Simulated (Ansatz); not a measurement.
Gas-phase electronic energies from Ansatz, PBE0-D4/def2-TZVP geometries. CBS: MP2 limit from def2 TZ/QZ plus the TZ coupled-cluster correction, frozen cores. This one scheme is used for every species. DFT in def2-TZVPP. Triplets are unrestricted, without spin–orbit coupling. Elements past krypton have def2 core potentials. For Br, In outer-core shells are correlated without core-valence functions, which leaves a few kJ/mol of doubt a bond. Scalar relativity is left out up to krypton. Each species was taken in one conformer, which may not be the lowest.

Consider the formal loss of a carbene: `O[CH2][InH][Br]` → `[CH2]` (triplet) + `[OH][InH][Br]`.

`O[CH2][InH][Br]`:

```xyz
8

O     0.939    0.525    1.268
C     0.926   -0.366    0.188
In   -0.784   -0.001   -1.099
Br   -2.412    0.960    0.574
H     0.041    0.628    1.609
H     0.885   -1.416    0.506
H     1.849   -0.226   -0.377
H    -1.443   -0.104   -2.670
```

`[CH2]` (triplet):

Cartesian coordinates in Å:
```
C -0.198 -0.133 0.139
H -0.590 0.462 -0.671
H 0.788 -0.330 0.532
```

`[OH][InH][Br]`:

Z-matrix (Å, degrees):
```
In
O 1 1.973
Br 1 2.454 2 109.4
H 1 1.701 2 127.1 3 -180.0
H 2 0.960 1 113.2 3 180.0
```

CCSD(T)/CBS gives +323.3 kJ/mol.

Task: Another level gave +325.8 kJ/mol. Which?
A. CAM-B3LYP-D4/def2-TZVPP
B. PBE-D4/def2-TZVPP
C. RPA@PBE/def2-TZVPP
D. r2SCAN/def2-TZVPP

Result: A. CAM-B3LYP-D4 325.8, RPA@PBE/def2-TZVPP 312.3, r2SCAN 307.0, PBE-D4 346.6 kJ/mol.

Largest T1 diagnostic among the species: 0.014.

From PBE to PBE0 (25 % exact exchange), in def2-TZVPP and without D4, ΔE moves by −11.7 kJ/mol. Leaving LDA and LC-ωPBE aside and taking each functional with its dispersion term where it has one, the values, not all of them listed here, spread over 42.6 kJ/mol, from r2SCAN0-D4 to PBE-D4. LDA lies +81.0 kJ/mol from PBE without D4. In def2-TZVPP, CCSD(T) changes the Hartree–Fock value by +145.7 kJ/mol (the triples alone add +11.9 kJ/mol) and MP2 by +154.1 kJ/mol.

CCSD(T)/CBS has its own doubt, a few kJ/mol and more with outer-core shells, so smaller differences from it don't rank the levels.
